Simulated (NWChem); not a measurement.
Species: octasulfur (S8); SMILES S1SSSSSSS1

```xyz
8

S      1.8860    -1.7496    -0.0882
S      1.7152     0.0027     1.0170
S      1.8808     1.7552    -0.0887
S     -0.0640     2.1833    -0.9273
S     -1.4649     1.7515     0.5549
S     -2.4362    -0.0037    -0.0953
S     -1.4596    -1.7560     0.5549
S     -0.0572    -2.1834    -0.9272
```
Atoms are numbered in this order, from 1.

Program: NWChem. The geometry was optimised at B3LYP/6-31G* (spherical d). Level: M06-2X/def2-SVP with SMD (1 M gas to 1 M solution), gas-phase geometry.

Task: Order these by “solvation free energy (kcal/mol)”, lowest first: chlorobenzene; cyclohexanone; water.

Result: chlorobenzene (-8.7), cyclohexanone (-7.4), water (-2.7)
